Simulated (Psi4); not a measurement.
A run for Psi4: SAPT0/aug-cc-pVDZ on GaH6P (a complex).

```
memory 8100 MB

molecule dimer {
0 1
Ga   -0.46139918    0.48939567    0.71029416
H    -1.53944779    1.49701782    1.26561849
H    -0.95067189   -0.79867936   -0.05584908
H     1.00394424    1.01247660    0.45527909
--
0 1
P     0.03315098   -0.67018593    2.95051551
H     0.98565419   -1.70724421    2.99417304
H     0.52281958    0.09611153    4.02640972
H    -1.00975906   -1.32777077    3.63204773
units angstrom
symmetry c1
no_reorient
no_com
}

set {
  basis aug-cc-pVDZ
  scf_type df
  freeze_core true
}

energy('sapt0')
```

Output:

```
[...]
==> Input File <==

--------------------------------------------------------------------------
memory 8100 MB

molecule dimer {
0 1
Ga   -0.46139918    0.48939567    0.71029416
H    -1.53944779    1.49701782    1.26561849
H    -0.95067189   -0.79867936   -0.05584908
H     1.00394424    1.01247660    0.45527909
--
0 1
P     0.03315098   -0.67018593    2.95051551
H     0.98565419   -1.70724421    2.99417304
H     0.52281958    0.09611153    4.02640972
H    -1.00975906   -1.32777077    3.63204773
units angstrom
symmetry c1
no_reorient
no_com
}

set {
  basis aug-cc-pVDZ
  scf_type df
  freeze_core true
}

energy('sapt0')
--------------------------------------------------------------------------


   => Loading Basis Set <=

    Name: AUG-CC-PVDZ
    Role: ORBITAL
    Keyword: BASIS
    atoms 1        entry GA         line  2890 file aug-cc-pvdz.gbs
    atoms 2-4, 6-8 entry H          line    40 file aug-cc-pvdz.gbs
    atoms 5        entry P          line   636 file aug-cc-pvdz.gbs

   => Loading Basis Set <=

    Name: AUG-CC-PVDZ
    Role: ORBITAL
    Keyword: BASIS
    atoms 1        entry GA         line  2890 file aug-cc-pvdz.gbs
    atoms 2-4, 6-8 entry H          line    40 file aug-cc-pvdz.gbs
    atoms 5        entry P          line   636 file aug-cc-pvdz.gbs


  //>>>>>>>>>>>>>>>>>>>>>>>>>>>>>>>>>>>//
  //              Dimer HF             //
  //<<<<<<<<<<<<<<<<<<<<<<<<<<<<<<<<<<<//

   => Libint2 <=

    Primary   basis highest AM E, G, H:  7, 6, 3
    Auxiliary basis highest AM E, G, H:  7, 7, 4
    Onebody   basis highest AM E, G, H:  -, -, -
    Solid Harmonics ordering:            Gaussian


   => Loading Basis Set <=

    Name: AUG-CC-PVDZ
    Role: ORBITAL
    Keyword: BASIS
    atoms 1        entry GA         line  2890 file aug-cc-pvdz.gbs
    atoms 2-4, 6-8 entry H          line    40 file aug-cc-pvdz.gbs
    atoms 5        entry P          line   636 file aug-cc-pvdz.gbs


         ---------------------------------------------------------
                                   SCF
               by Justin Turney, Rob Parrish, Andy Simmonett
                          and Daniel G. A. Smith
                              RHF Reference
                        4 Threads,   7724 MiB Core
         ---------------------------------------------------------

  ==> Geometry <==

    Molecular point group: c1
    Full point group: C1

    Geometry (in Angstrom), charge = 0, multiplicity = 1:

       Center              X                  Y                   Z               Mass
    ------------   -----------------  -----------------  -----------------  -----------------
         GA          -0.461399180000     0.489395670000     0.710294160000    68.925573500000
         H           -1.539447790000     1.497017820000     1.265618490000     1.007825032230
         H           -0.950671890000    -0.798679360000    -0.055849080000     1.007825032230
         H            1.003944240000     1.012476600000     0.455279090000     1.007825032230
         P            0.033150980000    -0.670185930000     2.950515510000    30.973761998420
         H            0.985654190000    -1.707244210000     2.994173040000     1.007825032230
         H            0.522819580000     0.096111530000     4.026409720000     1.007825032230
         H           -1.009759060000    -1.327770770000     3.632047730000     1.007825032230

  Running in c1 symmetry.

  Rotational constants: A =      0.31708  B =      0.04707  C =      0.04222 [cm^-1]
  Rotational constants: A =   9505.82367  B =   1411.18393  C =   1265.65358 [MHz]
  Nuclear repulsion =  168.041048068742384

  Charge       = 0
  Multiplicity = 1
  Electrons    = 52
  Nalpha       = 26
  Nbeta        = 26

  ==> Algorithm <==

  SCF Algorithm Type is DF.
  DIIS enabled.
  MOM disabled.
  Fractional occupation disabled.
  Guess Type is SAD.
  Energy threshold   = 1.00e-08
  Density threshold  = 1.00e-08
  Integral threshold = 1.00e-12

  ==> Primary Basis <==

  Basis Set: AUG-CC-PVDZ
    Blend: AUG-CC-PVDZ
    Number of shells: 55
    Number of basis functions: 117
    Number of Cartesian functions: 122
    Spherical Harmonics?: true
    Max angular momentum: 2

   => Loading Basis Set <=

    Name: (AUG-CC-PVDZ AUX)
    Role: JKFIT
    Keyword: DF_BASIS_SCF
    atoms 1        entry GA         line   936 file aug-cc-pvdz-jkfit.gbs
    atoms 2-4, 6-8 entry H          line    70 file aug-cc-pvdz-jkfit.gbs
    atoms 5        entry P          line   608 file aug-cc-pvdz-jkfit.gbs

  ==> Integral Setup <==

  DFHelper Memory: AOs need 0.057 GiB; user supplied 5.658 GiB.
  SCF_SUBTYPE=INCORE selected. In-core MEM_DF algorithm will be used.
  Using in-core AOs.

  ==> MemDFJK: Density-Fitted J/K Matrices <==

    J tasked:                   Yes
    K tasked:                   Yes
    wK tasked:                   No
    OpenMP threads:               4
    Algorithm:                 Core
    Schwarz Cutoff:           1E-12
    Mask sparsity (%):       0.0000
    Fitting Con
[...]
  113A     30.581141   114A    100.973116
     115A    101.368502   116A    101.368698   117A    543.776381

    Final Occupation by Irrep:
              A
    DOCC [     9 ]
    NA   [     9 ]
    NB   [     9 ]

  @DF-RHF Final Energy:  -342.47185436464378

   => Energetics <=

    Nuclear Repulsion Energy =             17.6492972285509140
    One-Electron Energy =                -508.4274137401894791
    Two-Electron Energy =                 148.3062621469948112
    Total Energy =                       -342.4718543646437752

Computation Completed


Properties will be evaluated at   0.000000,   0.000000,   0.000000 [a0]

Properties computed using the SCF density matrix


 Multipole Moments:

 ------------------------------------------------------------------------------------
     Multipole            Electronic (a.u.)      Nuclear  (a.u.)        Total (a.u.)
 ------------------------------------------------------------------------------------

 L = 1.  Multiply by 2.5417464519 to convert [e a0] to [Debye]
 Dipole X            :         -1.8182985            1.8821283            0.0638298
 Dipole Y            :         24.4022290          -24.5507405           -0.1485116
 Dipole Z            :       -103.4774870          103.7655478            0.2880608
 Magnitude           :                                                    0.3303165

 ------------------------------------------------------------------------------------

  Constructing Basis Sets for SAPT...

   => Loading Basis Set <=

    Name: (AUG-CC-PVDZ AUX)
    Role: RIFIT
    Keyword: DF_BASIS_SAPT
    atoms 1        entry GA         line   690 file aug-cc-pvdz-ri.gbs
    atoms 2-4, 6-8 entry H          line    30 file aug-cc-pvdz-ri.gbs
    atoms 5        entry P          line   458 file aug-cc-pvdz-ri.gbs

   => Loading Basis Set <=

    Name: (AUG-CC-PVDZ AUX)
    Role: JKFIT
    Keyword: DF_BASIS_ELST
    atoms 1        entry GA         line   936 file aug-cc-pvdz-jkfit.gbs
    atoms 2-4, 6-8 entry H          line    70 file aug-cc-pvdz-jkfit.gbs
    atoms 5        entry P          line   608 file aug-cc-pvdz-jkfit.gbs


  //>>>>>>>>>>>>>>>>>>>>>>>>>>>>>>>>>>>//
  //               SAPT0               //
  //<<<<<<<<<<<<<<<<<<<<<<<<<<<<<<<<<<<//



        SAPT0
    Ed Hohenstein
     6 June 2009

      Orbital Information
  --------------------------
    NSO        =       117
    NMO        =       117
    NRI        =       360
    NRI (Elst) =       514
    NOCC A     =        17
    NOCC B     =         9
    FOCC A     =         9
    FOCC B     =         5
    NVIR A     =       100
    NVIR B     =       108

    Elst10,r            =    -0.065808593025 [Eh]
    Exch10              =     0.083845876242 [Eh]
    Exch10 (S^2)        =     0.078659811690 [Eh]

    Maxiter = 50
    CPHF R converge = 1.000000E-08

    Iter     Energy [mEh]          dE [mEh]         Residual      Time [s]
       1      -8.14971777       8.149717765     1.229726e-02             0
       2      -9.76679690       1.617079135     2.654192e-03             0
       3      -9.80713487       0.040337970     4.697186e-04             0
       4      -9.78632429      -0.020810578     6.097066e-05             0
       5      -9.78803160       0.001707311     8.429204e-06             0
       6      -9.78788639      -0.000145214     1.167930e-06             0
       7      -9.78790127       0.000014885     2.399389e-07             0
       8      -9.78789910      -0.000002171     4.132179e-08             0
       9      -9.78789932       0.000000213     4.427823e-09             0

    CHF Iterations converged

    Maxiter = 50
    CPHF R converge = 1.000000E-08

    Iter     Energy [mEh]          dE [mEh]         Residual      Time [s]
       1    -202.36499537     202.364995365     6.728838e-02             0
       2    -253.46838703      51.103391668     1.263703e-02             0
       3    -251.83624509      -1.632141945     2.346347e-03             0
       4    -251.69399079      -0.142254302     4.689519e-04             0
       5    -251.77949479       0.085504009     8.110672e-05             0
       6    -251.77597959      -0.003515202     1.765276e-05             0
       7    -251.77381651      -0.002163084     3.703020e-06             0
       8    -251.77421617       0.000399663     4.833641e-07             0
       9    -251.77418572      -0.000030450     7.476477e-08             0
      10    -251.77418884       0.000003117     2.185599e-08             0
      11    -251.77418817      -0.000000671     4.130306e-09             0

    CHF Iterations converged

    Ind20,r (A<-B)      =    -0.009787899317 [Eh]
    Ind20,r (B<-A)      =    -0.251774188168 [Eh]
    Ind20,r             =    -0.261562087485 [Eh]
    Exch-Ind20,r (A<-B) =     0.007287661430 [Eh]
    Exch-Ind20,r (B<-A) =     0.203036116826 [Eh]
    Exch-Ind20,r        =     0.210323778255 [Eh]
    Disp20              =    -0.016279050101 [Eh]
    Disp20 (SS)         =    -0.008139525051 [Eh]
    Disp20 (OS)         =    -0.008139525051 [Eh]
    Exch-Disp20         =     0.002811814332 [Eh]
    Exch-Disp20 (SS)    =     0.001661326067 [Eh]
    Exch-Disp20 (OS)    =     0.001150488265 [Eh]

    SAPT Results
  --------------------------------------------------------------------------------------------------------
    Electrostatics                -65.80859302 [mEh]     -41.29551558 [kcal/mol]    -172.78043718 [kJ/mol]
      Elst10,r                    -65.80859302 [mEh]     -41.29551558 [kcal/mol]    -172.78043718 [kJ/mol]

    Exchange                       83.84587624 [mEh]      52.61408168 [kcal/mol]     220.13731775 [kJ/mol]
      Exch10                       83.84587624 [mEh]      52.61408168 [kcal/mol]     220.13731775 [kJ/mol]
      Exch10(S^2)                  78.65981169 [mEh]      49.35977704 [kcal/mol]     206.52130714 [kJ/mol]

    Induction                     -32.86105002 [mEh]     -20.62062020 [kcal/mol]     -86.27667493 [kJ/mol]
      Ind20,r                    -261.56208748 [mEh]    -164.13268788 [kcal/mol]    -686.73116608 [kJ/mol]
      Exch-Ind20,r                210.32377826 [mEh]     131.98016342 [kcal/mol]     552.20500373 [kJ/mol]
      delta HF,r (2)               18.37725921 [mEh]      11.53190426 [kcal/mol]      48.24948741 [kJ/mol]

    Dispersion                    -13.46723577 [mEh]      -8.45081803 [kcal/mol]     -35.35822264 [kJ/mol]
      Disp20                      -16.27905010 [mEh]     -10.21525816 [kcal/mol]     -42.74064015 [kJ/mol]
      Exch-Disp20                   2.81181433 [mEh]       1.76444013 [kcal/mol]       7.38241751 [kJ/mol]
      Disp20 (SS)                  -8.13952505 [mEh]      -5.10762908 [kcal/mol]     -21.37032008 [kJ/mol]
      Disp20 (OS)                  -8.13952505 [mEh]      -5.10762908 [kcal/mol]     -21.37032008 [kJ/mol]
      Exch-Disp20 (SS)              1.66132607 [mEh]       1.04249785 [kcal/mol]       4.36181099 [kJ/mol]
      Exch-Disp20 (OS)              1.15048826 [mEh]       0.72194229 [kcal/mol]       3.02060652 [kJ/mol]

  Total HF                        -14.82376680 [mEh]      -9.30205410 [kcal/mol]     -38.91979437 [kJ/mol]
  Total SAPT0                     -28.29100257 [mEh]     -17.75287214 [kcal/mol]     -74.27801701 [kJ/mol]

  Special recipe for scaled SAPT0 (see Manual):
    Electrostatics sSAPT0         -65.80859302 [mEh]     -41.29551558 [kcal/mol]    -172.78043718 [kJ/mol]
    Exchange sSAPT0                83.84587624 [mEh]      52.61408168 [kcal/mol]     220.13731775 [kJ/mol]
    Induction sSAPT0               11.54206034 [mEh]       7.24275221 [kcal/mol]      30.30367524 [kJ/mol]
    Dispersion sSAPT0             -12.87361149 [mEh]      -8.07831317 [kcal/mol]     -33.79966230 [kJ/mol]
  Total sSAPT0                     16.70573207 [mEh]      10.48300514 [kcal/mol]      43.86089350 [kJ/mol]
  --------------------------------------------------------------------------------------------------------



*** Psi4 exiting successfully. Buy a developer a beer!
```

The run finished.

Cost: around 21 core-seconds (rough).
